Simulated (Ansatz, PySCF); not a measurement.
Gas-phase reaction (SMILES): Br[SiH](Br)Br [tribromosilane] + [H][H] (H2) -> Br[SiH2]Br [dibromosilane] + Br (HBr); hydrogen cleaves one Si-Br bond, a model of a ligand-exchange step.

Each molecule is optimised on its own at B3LYP-D3(BJ)/def2-TZVP (Ansatz, a program for electronic structure). Correlated levels leave the core frozen unless marked. No spin-orbit coupling. The frozen core is the preceding noble-gas configuration, with the filled d and f shells of earlier blocks. No relativistic terms. CBS(X,Y): correlation extrapolated as X^-3; Hartree-Fock from the larger set. Thermal terms are rigid-rotor harmonic-oscillator values from B3LYP-D3(BJ) frequencies (Ansatz or PySCF) at 298.15 K and 1 atm. 1 Eh = 627.5095 kcal/mol.

```json
[
 {"species": "Br[SiH](Br)Br", "E, CCSD(T)/CBS(def2-TZVPPD,def2-QZVPPD) (Ansatz) (Eh)": "-8007.86566", "E, wB97X-V/def2-TZVPD (Ansatz) (Eh)": "-8011.96439", "H - E (Eh)": "0.01941"},
 {"species": "[H][H] (H2)", "E, CCSD(T)/CBS(def2-TZVPPD,def2-QZVPPD) (Ansatz) (Eh)": "-1.17452", "E, wB97X-V/def2-TZVPD (Ansatz) (Eh)": "-1.17238", "H - E (Eh)": "0.01336"},
 {"species": "Br[SiH2]Br", "E, CCSD(T)/CBS(def2-TZVPPD,def2-QZVPPD) (Ansatz) (Eh)": "-5435.73038", "E, wB97X-V/def2-TZVPD (Ansatz) (Eh)": "-5438.59006", "H - E (Eh)": "0.02495"},
 {"species": "Br (HBr)", "E, CCSD(T)/CBS(def2-TZVPPD,def2-QZVPPD) (Ansatz) (Eh)": "-2573.28305", "E, wB97X-V/def2-TZVPD (Ansatz) (Eh)": "-2574.52162", "H - E (Eh)": "0.00927"}
]
```

**Question.** Work out ΔE and ΔH at 298.15 K at the first level, then ΔH at the second.

**Answer.** 
1. ΔE = [(-5435.73038) + (-2573.28305)] - [(-8007.86566) + (-1.17452)] = 0.02675 Eh = 16.8 kcal/mol at CCSD(T)/CBS(def2-TZVPPD,def2-QZVPPD).
2. The terms H - E add up to 0.00145 Eh, so ΔH = (0.02675 + (0.00145))×627.5095 = 17.7 kcal/mol.
3. At wB97X-V/def2-TZVPD the same steps give ΔE = 15.7 and ΔH = 16.7 kcal/mol, a shift of -1.0 from the first level.
4. These values are not checked against measurement here, since the tables used lack a sound gas-phase enthalpy of formation for at least one species.
